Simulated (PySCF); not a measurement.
Computed shifts of a molecule FH6NSi2, PBE/pcSseg-1 (PySCF), GIAO, gas phase, equivalent atoms averaged, in ppm (number of nuclei): ²⁹Si: -16.7 (1), -50.2 (1). ¹⁹F: -176.8 (1). ¹⁵N: 44.5 (1). ¹H: 5.42 (1), 5.26 (1), 5.19 (3), 1.19 (1). References: ²⁹Si against TMS (σ = 335.4 ppm); ¹⁹F against CFCl3 (σ = 133.6 ppm); ¹⁵N against NH3 (σ = 267.0 ppm); ¹H against TMS (σ = 31.49 ppm), references at their B3LYP-D3(BJ)/def2-TZVP geometries, non-relativistic. Coordinates come from a PBE0-D3(BJ)/def2-SVP optimisation. Other conformers were not sampled.

Question: Which structure fits?
A. N[SiH2][SiH2]F
B. N[Si@H](F)[SiH3]
C. F[SiH2]N[SiH3]

Answer: C, F[SiH2]N[SiH3]
